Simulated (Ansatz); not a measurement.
Consider the ligand exchange at the Si–C bond: `[SiH3]/C=C\[SiH2]Cl` + `S[SiH2]Cl` → `Cl[SiH2]S[SiH2]Cl` + `C=C[SiH3]`.

Calculated with Ansatz (gas phase, PBE0-D4/def2-TZVP geometries, no zero-point term in ΔE). CBS: MP2 limit from def2 TZ/QZ plus the TZ coupled-cluster correction, frozen cores. DFT in def2-TZVPP. B3LYP here is the variant with VWN-RPA as its local correlation; programs differ in this. Each species was taken in one conformer, which may not be the lowest.

| level | ΔE (kJ/mol) | difference from CCSD(T)/CBS |
| --- | --- | --- |
| PBE-D4 | -70.9 | 1.4 |
| B3LYP-D4 | -70.3 | 2.0 |
| B2PLYP | -70.0 | 2.3 |
| PBE0 | -71.4 | 0.9 |
| B3LYP | -67.2 | 5.1 |
| HF/def2-TZVPP | -71.4 | 0.9 |
| MP2/def2-TZVPP | -74.5 | -2.2 |
| CCSD(T)/def2-TZVPP | -68.8 | 3.5 |
| HF/CBS(def2) | -71.1 | 1.2 |
| CCSD/CBS(def2) | -71.8 | 0.5 |
| CCSD(T)/CBS | -72.3 | 0 |

Largest T1 diagnostic among the species: 0.011.

The D4 term adds −3.1 kJ/mol with B3LYP and −1.5 kJ/mol with PBE0; it sums over pairs of atoms, weighted by their polarisabilities, and B3LYP, whose exchange is more repulsive, gets the larger term.
